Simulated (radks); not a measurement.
Fractional charge and spin in the 2s shell of neon: the spin-up occupation runs from 0 to 1 and the spin-down occupation from 0 to 1; the fullest corner is Ne, [He] 2p6 2s(up 1, down 1). Method: non-relativistic Kohn-Sham, r2SCAN, spin-polarised, spherical densities, point nucleus; meta-GGA in the generalised Kohn-Sham scheme; computed with a radial shooting solver on a logarithmic mesh with Libxc functionals. Energy (eV) above the fullest corner. The planes named below are the two flat planes that join the four corners, with an edge along up + down = one added electron.

| down \ up | 0 | 0.5 | 1 |
|---|---|---|---|
| 0 | 116.417 | 79.169 | 47.064 |
| 0.5 | 79.169 | 47.807 | 21.283 |
| 1 | 47.064 | 21.283 | 0.000 |

Corners above the fullest one (they belong to Ne+ and the next ion): (up 1, down 0) 47.064 eV, (up 0, down 1) 47.064 eV, (up 0, down 0) 116.42 eV. With half an added electron in each spin the energy lies 0.743 eV from the planes, and with half an added electron in spin up alone -2.571 eV. The planes are only a guide here: the flat-plane condition holds for ground states with one frontier orbital, while this shell lies below other occupied shells, so the corners above the fullest one are inner-hole states and not the ground states of those ions.
